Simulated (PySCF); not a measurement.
Polarisability and C₆ of Ta⁶⁷⁺ (tantalum, charge +67)

[He] 2s2 2p2, high-spin 3P determinant. Calculation: PySCF 2.14, in an uncontracted even-tempered set (16 s from 46 bohr⁻², ratio 2.5; 11 p from 59 bohr⁻², ratio 2.5; 5 d from 220 bohr⁻², ratio 2.7; 4 f from 330 bohr⁻², ratio 2.7); the spin-free X2C one-electron Hamiltonian (Gaussian nucleus). Coupled (time-dependent) response in atomic units; α is the mean over directions.

| method | mean α (bohr³) | α xx, yy, zz | C₆ (like pair) | S(−4) |
| --- | --- | --- | --- | --- |
| UHF | 9.956e-05 | 0.0001349, 8.188e-05, 8.188e-05 | 5.032e-07 | 3.758e-08 |
| PBE0 | 9.900e-05 | 0.0001346, 8.121e-05, 8.121e-05 | 4.992e-07 | 3.725e-08 |

S(−4) is the Cauchy moment in α(ω) = α(0) + S(−4) ω² + …

Spin-orbit coupling is absent.

α(iu) at UHF:

| u (hartree) | α(iu) (bohr³) |
| --- | --- |
| 0 | 9.956e-05 |
| 7.00 | 9.775e-05 |
| 14.0 | 9.278e-05 |
| 28.0 | 7.770e-05 |
| 42.0 | 6.236e-05 |
| 56.0 | 5.022e-05 |
| 70.0 | 4.139e-05 |
| 105 | 2.871e-05 |
| 140 | 2.257e-05 |
| 210 | 1.671e-05 |
| 350 | 1.138e-05 |

A single London oscillator, α(iu) = α/(1 + u²/ω²), gives C₆ = (3/4) ω α². Matching the computed C₆ needs ω = 4 × 5.032e-07 / (3 × 9.956e-05²) = 67.7 hartree.

For an ion, C₆ is the dispersion term alone; charge-induced terms of lower order in 1/R come first.

The components differ because the open shell of this determinant is not spherical; for a pure term their mean is the scalar polarisability.

Spin-orbit coupling is strong in this species (close to jj coupling), so the high-spin LS determinant is a model state, not a physical level.
